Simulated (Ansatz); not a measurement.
Vertical ionisation energy (eV) of eight silicon and germanium compounds: PBE beside CAM-B3LYP, computed with Ansatz (a quantum-chemistry and plane-wave program) for isolated molecules in the bases named; differences from unrounded values. The eight are the first of their class met in an unordered collection, after screening for sound electronic states; none was chosen by its value. Functionals give these values as differences of separate SCF runs (ΔSCF), EOM-CCSD as a root; each molecule has one DFT geometry for both levels.

```tsv
molecule	basis	CAM-B3LYP	PBE	difference
CH8Cl2Si3, SMILES [SiH3]C[Si]([SiH3])(Cl)Cl	def2-SVPD	10.12	9.46	-0.67
C3H7FSi, SMILES F[C@H]1C[C@@H]1[SiH3]	def2-SVPD	10.53	9.98	-0.55
Si(H)2(OMe)(NH2) (CH₇NOSi), SMILES CO[SiH2]N	def2-SVPD	10.23	9.44	-0.80
Si(Cl)2(NH2)2 (Cl2H4N2Si), SMILES N[Si](N)(Cl)Cl	def2-SVPD	10.41	9.52	-0.89
CH5ClFNSi, SMILES F[Si@@H](CN)Cl	def2-SVPD	9.50	9.06	-0.44
C₄H₇FSi, SMILES C=C/C=C\[SiH2]F	def2-SVPD	9.14	9.00	-0.14
BH6NO2Si, SMILES N[SiH2]B(O)O	def2-SVPD	9.91	9.32	-0.60
CH12N2Si3, SMILES N[SiH](N)C[SiH2][SiH3]	def2-SVPD	9.27	8.44	-0.84
```

PBE lies below CAM-B3LYP in 8 and above it in 0 of the eight; the mean signed difference is -0.62 and the largest -0.89 eV.
